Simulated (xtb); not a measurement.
C5H11O3Si (SMILES C=[C][Si](OC)(OC)OC), doublet, at a GFN2-xTB geometry; GFN1-xTB (xtb 6.7.1).

Input for xtb:
```
$ xtb mol.xyz --gfn 1 --uhf 1 --opt --json

# file mol.xyz
20

C      0.25473358    -2.47061805    -1.61680251
C      0.43458151    -1.47576521    -0.81249238
Si     0.01275147     0.09278746     0.08135978
O      1.23086558     1.15890089    -0.01229605
C      2.52262048     1.02300604     0.50528301
O     -0.27218109    -0.21339121     1.64768540
C     -1.32254073    -0.95640572     2.19301956
O     -1.30300575     0.84818837    -0.51421680
C     -1.42236083     1.49488080    -1.74707950
H      0.99642972    -3.25171015    -1.75398004
H     -0.64169987    -2.61532883    -2.22087272
H      2.48925587     0.77650130     1.56758066
H      3.03822725     1.97398997     0.36594804
H      3.06434248     0.23438162    -0.02232683
H     -1.21813836    -2.01275110     1.93297092
H     -2.28425438    -0.59697246     1.82354500
H     -1.28174078    -0.84374650     3.27706891
H     -2.36318200     2.04684569    -1.74331578
H     -1.43325809     0.76496654    -2.56101375
H     -0.59213621     2.18462818    -1.90559112
```

**Question.** Predict the main parts of the log of this xtb run.

**Answer.** 
```
   ID    Z sym.   atoms
    1    6 C      1, 2, 5, 7, 9
    2   14 Si     3
    3    8 O      4, 6, 8
    4    1 H      10-20

           -------------------------------------------------
          |                Calculation Setup                |
           -------------------------------------------------

           -------------------------------------------------
          |                 G F N 1 - x T B                 |
           -------------------------------------------------

          ...................................................
          :                      SETUP                      :
          :.................................................:
          :  # basis functions                  64          :
          :  # atomic orbitals                  63          :
          :  # shells                           41          :
          :  # electrons                        53          :
          :  # halogen bonds                     0          :
          :  max. iterations                   250          :
          :  Hamiltonian                  GFN1-xTB          :
          :  restarted?                      false          :
          :  GBSA solvation                  false          :
          :  PC potential                    false          :
          :  electronic temp.          300.0000000     K    :
          :  accuracy                    1.0000000          :
          :  -> integral cutoff          0.2500000E+02      :
          :  -> integral neglect         0.1000000E-07      :
          :  -> SCF convergence          0.1000000E-05 Eh   :
          :  -> wf. convergence          0.2000000E-04 e    :
          :  Broyden damping             0.4000000          :
          :  net charge                          0          :
          :  unpaired electrons                  1          :
          ...................................................

 iter      E             dE          RMSdq      gap      omega  full diag
   1    -32.8013984 -0.328014E+02  0.806E+00    2.63       0.0  T
   2    -32.8555327 -0.541343E-01  0.483E+00    2.67       1.0  T
   3    -32.8522959  0.323673E-02  0.836E-01    2.56       1.0  T
   4    -32.8539469 -0.165101E-02  0.338E-01    2.63       1.0  T
   5    -32.8587922 -0.484525E-02  0.452E-02    2.62       1.0  T
   6    -32.8588481 -0.559416E-04  0.201E-02    2.61       1.1  T
   7    -32.8588509 -0.276578E-05  0.741E-03    2.62       3.0  T
   8    -32.8588514 -0.489459E-06  0.193E-03    2.62      11.6  T
   9    -32.8588514 -0.179730E-07  0.190E-04    2.62     117.4  T
  10    -32.8588514 -0.409081E-09  0.196E-05    2.62    1140.1  T

   *** convergence criteria satisfied after 10 iterations ***

         :::::::::::::::::::::::::::::::::::::::::::::::::::::
         ::                     SUMMARY                     ::
         :::::::::::::::::::::::::::::::::::::::::::::::::::::
         :: total energy             -32.531694979806 Eh    ::
         :: gradient norm              0.037391521132 Eh/a0 ::
         :: HOMO-LUMO gap              2.615981457200 eV    ::
         ::.................................................::
         :: SCC energy               -32.858851418506 Eh    ::
         :: -> electrostatic           0.098584249361 Eh    ::
         :: repulsion energy           0.335321302421 Eh    ::
         :: dispersion energy         -0.008164863721 Eh    ::
         :: halogen bond corr.         0.000000000000 Eh    ::
         :: add. restraining           0.000000000000 Eh    ::
         :: total charge              -0.000000000000 e     ::
         :::::::::::::::::::::::::::::::::::::::::::::::::::::

      -----------------------------------------------------------
     |                   =====================                   |
     |                        A N C O P T                        |
     |                   =====================                   |
     |               Approximate Normal Coordinate               |
     |                Rational Function Optimizer                |
      -----------------------------------------------------------
      -----------------------------------------------------------
     |                   =====================                   |
     |                        A N C O P T                        |
     |                   =====================                   |
     |               Approximate Normal Coordinate               |
     |                Rational Function Optimizer                |
      -----------------------------------------------------------

          ...................................................
          :                      SETUP                      :
          :.................................................:
          :   optimization level            normal          :
          :   max. optcycles                   200          :
          :   ANC micro-cycles                  20          :
          :   degrees of freedom                54          :
          :.................................................:
          :   RF solver                   davidson          :
          :   write xtbopt.log                true          :
          :   linear?                        false          :
          :   energy convergence         0.5000000E-05 Eh   :
          :   grad. convergence          0.1000000E-02 Eh/α :
          :   maxmium RF displ.          1.0000000          :
          :   Hlow (freq-cutoff)         0.1000000E-01      :
          :   Hmax (freq-cutoff)         5.0000000          :
          :   S6 in model hess.         20.0000000          :
          ...................................................

generating ANC from exact Hessian ...
Using Lindh-Hessian (1995)
 Shifting diagonal of input Hessian by    9.6692660256479188E-003
 Lowest  eigenvalues of input Hessian
    0.000000    0.000000    0.000000    0.000000    0.000000    0.000000
[...]
 * total energy  :   -32.5624199 Eh     change       -0.1074752E-03 Eh
 * total energy  :   -32.5624612 Eh     change       -0.4139197E-04 Eh
 * total energy  :   -32.5624947 Eh     change       -0.3345054E-04 Eh
 * total energy  :   -32.5625133 Eh     change       -0.1865101E-04 Eh
 * total energy  :   -32.5625214 Eh     change       -0.8035883E-05 Eh
 * total energy  :   -32.5625170 Eh     change        0.4363764E-05 Eh
 * total energy  :   -32.5624906 Eh     change        0.2642731E-04 Eh
 * total energy  :   -32.5625266 Eh     change       -0.3603890E-04 Eh
 * total energy  :   -32.5625320 Eh     change       -0.5392996E-05 Eh
 * total energy  :   -32.5625290 Eh     change        0.3023379E-05 Eh
 * total energy  :   -32.5625340 Eh     change       -0.5034692E-05 Eh
 * total energy  :   -32.5625379 Eh     change       -0.3891753E-05 Eh
   *** GEOMETRY OPTIMIZATION CONVERGED AFTER 28 ITERATIONS ***
         :: total energy             -32.562537926859 Eh    ::
[...]
         :: halogen bond corr.         0.000000000000 Eh    ::
         :: add. restraining           0.000000000000 Eh    ::
         :: total charge              -0.000000000000 e     ::
         :::::::::::::::::::::::::::::::::::::::::::::::::::::

           -------------------------------------------------
          |                Property Printout                |
           -------------------------------------------------

    * Orbital Energies and Occupations

         #    Occupation            Energy/Eh            Energy/eV
      -------------------------------------------------------------
         1        2.0000           -0.7526479             -20.4806
       ...           ...                  ...                  ...
        15        2.0000           -0.5554671             -15.1150
        16        2.0000           -0.5536910             -15.0667
        17        2.0000           -0.5397683             -14.6878
        18        2.0000           -0.5121942             -13.9375
        19        2.0000           -0.4817905             -13.1102
        20        2.0000           -0.4694258             -12.7737
        21        2.0000           -0.4693218             -12.7709
        22        2.0000           -0.4555127             -12.3951
        23        2.0000           -0.4525224             -12.3138
        24        2.0000           -0.4449576             -12.1079
        25        2.0000           -0.4350276             -11.8377
        26        2.0000           -0.4179469             -11.3729
        27        1.0000           -0.3143154              -8.5530 (HOMO)
        28                         -0.2229368              -6.0664 (LUMO)
        29                         -0.1319527              -3.5906
        30                         -0.1314578              -3.5771
        31                         -0.1313325              -3.5737
        32                         -0.0972027              -2.6450
        33                         -0.0638907              -1.7386
        34                         -0.0637330              -1.7343
        35                         -0.0628338              -1.7098
        36                         -0.0607422              -1.6529
        37                         -0.0605124              -1.6466
        38                         -0.0585491              -1.5932
       ...                                ...                  ...
        63                          1.4158537              38.5273
      -------------------------------------------------------------
                  HL-Gap            0.0913786 Eh            2.4865 eV
             Fermi-level           -0.3173786 Eh           -8.6363 eV

  Mulliken/CM5 charges         n(s)   n(p)   n(d)
     1C    -0.07835 -0.17167   1.042  3.036  0.000
     2C    -0.05547 -0.02127   1.184  2.872  0.000
     3Si    0.54268  0.49537   0.794  1.366  1.297
     4O    -0.39859 -0.45799   1.603  4.795  0.000
     5C     0.18449  0.06932   0.962  2.854  0.000
     6O    -0.39658 -0.45601   1.603  4.793  0.000
     7C     0.18426  0.06908   0.962  2.854  0.000
     8O    -0.39851 -0.45792   1.603  4.795  0.000
     9C     0.18447  0.06934   0.962  2.854  0.000
    10H     0.03382  0.08548   0.966  0.000  0.000
    11H     0.03395  0.08559   0.966  0.000  0.000
    12H     0.01829  0.07685   0.982  0.000  0.000
    13H     0.01856  0.07712   0.981  0.000  0.000
    14H     0.01723  0.07576   0.983  0.000  0.000
    15H     0.01786  0.07640   0.982  0.000  0.000
    16H     0.01861  0.07716   0.981  0.000  0.000
    17H     0.01907  0.07762   0.981  0.000  0.000
    18H     0.01845  0.07699   0.982  0.000  0.000
    19H     0.01736  0.07589   0.983  0.000  0.000
    20H     0.01837  0.07689   0.982  0.000  0.000

Wiberg/Mayer (AO) data.
largest (>0.10) Wiberg bond orders for each atom

 ---------------------------------------------------------------------------
     #   Z sym  total        # sym  WBO       # sym  WBO       # sym  WBO
 ---------------------------------------------------------------------------
     1   6 C    3.994 --     2 C    2.058    10 H    0.932    11 H    0.932
     2   6 C    3.368 --     1 C    2.058     3 Si   1.127
     3  14 Si   5.232 --     6 O    1.321     8 O    1.312     4 O    1.311
                             2 C    1.127
     4   8 O    2.359 --     3 Si   1.311     5 C    0.940
     5   6 C    3.919 --    12 H    0.984    14 H    0.984    13 H    0.984
                             4 O    0.940
     6   8 O    2.364 --     3 Si   1.321     7 C    0.939
     7   6 C    3.919 --    15 H    0.984    16 H    0.984    17 H    0.984
                             6 O    0.939
     8   8 O    2.360 --     3 Si   1.312     9 C    0.940
     9   6 C    3.919 --    18 H    0.984    19 H    0.984    20 H    0.984
                             8 O    0.940
    10   1 H    1.007 --     1 C    0.932
    11   1 H    1.007 --     1 C    0.932
    12   1 H    1.010 --     5 C    0.984
    13   1 H    1.010 --     5 C    0.984
    14   1 H    1.011 --     5 C    0.984
    15   1 H    1.011 --     7 C    0.984
    16   1 H    1.010 --     7 C    0.984
    17   1 H    1.010 --     7 C    0.984
    18   1 H    1.010 --     9 C    0.984
    19   1 H    1.011 --     9 C    0.984
    20   1 H    1.010 --     9 C    0.984
 ---------------------------------------------------------------------------

Topologies differ in total number of bonds
Writing topology from bond orders to xtbtopo.mol

 dipole moment from electron density (au)
     X       Y       Z
  -0.0719   0.3804   0.2347  total (Debye):    1.151

optimized geometry written to: xtbopt.xyz

           -------------------------------------------------
          | TOTAL ENERGY              -32.562537926859 Eh   |
          | GRADIENT NORM               0.000663076839 Eh/α |
          | HOMO-LUMO GAP               2.486537707885 eV   |
           -------------------------------------------------

normal termination of xtb
```
